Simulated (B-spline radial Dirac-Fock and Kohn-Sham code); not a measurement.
X-ray form factors of gold in several charge states

Method: configuration-average Dirac-Fock orbitals. Computed with a B-spline atomic structure program.

Configurations: Au⁵⁸⁺ [Ar] 3d3; Au⁶³⁺ [Ne] 3s2 3p4; Au⁶⁴⁺ [Ne] 3s2 3p3; Au⁶⁵⁺ [Ne] 3s2 3p2; Au⁶⁶⁺ [Ne] 3s2 3p1. The first column is f₀ of Au⁵⁸⁺, the others are differences from it.

```
s (Å⁻¹)   Au⁵⁸⁺  Δ Au⁶³⁺  Δ Au⁶⁴⁺  Δ Au⁶⁵⁺  Δ Au⁶⁶⁺
      0  21.000   -5.000   -6.000   -7.000   -8.000
   0.05  20.993   -4.997   -5.996   -6.996   -7.995
    0.1  20.970   -4.988   -5.986   -6.983   -7.981
   0.15  20.934   -4.973   -5.968   -6.962   -7.957
    0.2  20.882   -4.953   -5.943   -6.933   -7.923
   0.25  20.817   -4.926   -5.910   -6.895   -7.880
    0.3  20.737   -4.894   -5.871   -6.849   -7.828
   0.35  20.643   -4.856   -5.826   -6.796   -7.766
    0.4  20.535   -4.813   -5.773   -6.734   -7.696
   0.45  20.414   -4.764   -5.714   -6.665   -7.617
    0.5  20.280   -4.711   -5.649   -6.589   -7.530
    0.6  19.975   -4.589   -5.501   -6.416   -7.331
    0.7  19.623   -4.449   -5.331   -6.216   -7.103
    0.8  19.228   -4.292   -5.141   -5.994   -6.848
    0.9  18.796   -4.121   -4.934   -5.750   -6.569
      1  18.329   -3.937   -4.712   -5.489   -6.271
    1.1  17.834   -3.744   -4.477   -5.214   -5.955
    1.2  17.316   -3.542   -4.232   -4.928   -5.627
    1.4  16.229   -3.124   -3.726   -4.333   -4.946
    1.6  15.108   -2.699   -3.212   -3.730   -4.255
```
